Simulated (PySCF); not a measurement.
# Basis and Hamiltonian dependence of the excitation energy of Cl²⁺

Cl²⁺ [Ne] 3s2 3p3 (4S) → Cl²⁺ [Ne] 3s1 3p3 4s1 (6S). Calculated with PySCF 2.14 from differences of total energies of unrestricted determinants, without spin-orbit coupling. Values in eV.

```tsv
basis	Hamiltonian	functions	UHF	r2SCAN	PBE0	MP2 (valence)	CCSD(T) (valence)	CCSD(T) (valence and next inner shell)
aug-cc-pVDZ-DK	spin-free X2C	27	28.238	29.837	30.243	29.452	29.770	n/a
ANO-RCC-VTZP	spin-free X2C	34	28.738	30.169	30.542	30.272	30.601	30.644
aug-cc-pwCVDZ	non-relativistic	36	28.079	29.662	30.072	29.363	29.699	29.831
def2-TZVPPD	non-relativistic	51	28.009	29.544	29.955	29.624	29.959	30.090
aug-cc-pCVTZ-DK	spin-free X2C	75	28.146	29.706	30.098	29.783	30.104	30.248
dyall-av3z	non-relativistic	84	27.973	29.533	29.909	29.615	29.928	n/a
aug-cc-pV(Q+d)Z	non-relativistic	89	27.981	n/a	n/a	29.733	30.024	n/a
aug-cc-pV(Q+d)Z with one added diffuse shell each of s, p, d, f, g type	non-relativistic	114	27.973	29.522	29.909	29.725	n/a	n/a
```

Question: Estimate the row for x2c-QZVPPall with one added diffuse shell each of s, p, d, f type (spin-free X2C, 86 functions).

Answer: From the rows with the same Hamiltonian and similar size; the calculation gives UHF 28.11; r2SCAN 29.64; PBE0 30.05; MP2 (valence) 29.86; CCSD(T) (valence) 30.15 (eV).

Frozen in the all-electron rows: valence: [Ne]; valence and next inner shell: 1s2.

At UHF, ANO-RCC-VTZP lies more than 0.3 eV from the median of the rows with comparable relativity. Of these, ANO-RCC-VTZP has no diffuse functions of the l that the added or promoted electron needs.
